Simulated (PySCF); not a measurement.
C₂H₉NOSi, SMILES CO[SiH](C)N (PBE0/def2-SVP optimised geometry):

```
14

Si     0.027     0.088     0.000
C      1.888     0.088     0.000
N     -0.590    -0.666     1.423
O     -0.388    -0.682    -1.429
C     -1.705    -0.930    -1.821
H     -0.574     1.459     0.000
H      2.277     0.530    -0.929
H      2.274    -0.942     0.065
H      2.281     0.658     0.855
H     -1.505    -0.437     1.789
H     -0.296    -1.593     1.711
H     -2.249     0.001    -2.068
H     -1.701    -1.564    -2.722
H     -2.281    -1.459    -1.038
```

Calculation: PBE0/def2-TZVP in PySCF.

What are the frontier orbital energies and the dipole moment?

HOMO-2 -8.56 eV, HOMO-1 -7.90 eV, HOMO -7.41 eV, LUMO 0.91 eV, LUMO+1 1.46 eV; dipole moment 1.48 D.

On the same geometry PBE/def2-TZVP in PySCF 2.14.0 gives HOMO-2 -7.03 eV, HOMO-1 -6.36 eV, HOMO -5.93 eV, LUMO 0.08 eV, LUMO+1 0.68 eV; dipole moment 1.45 D.

Meta-Löwdin charges at PBE0/def2-TZVP: Si1 1.08, C2 -0.62, N3 -0.75, O4 -0.63, C5 -0.12, H6 -0.15, H7 0.14, H8 0.13, H9 0.13, H10 0.24, H11 0.24, H12 0.10, H13 0.12, H14 0.09.
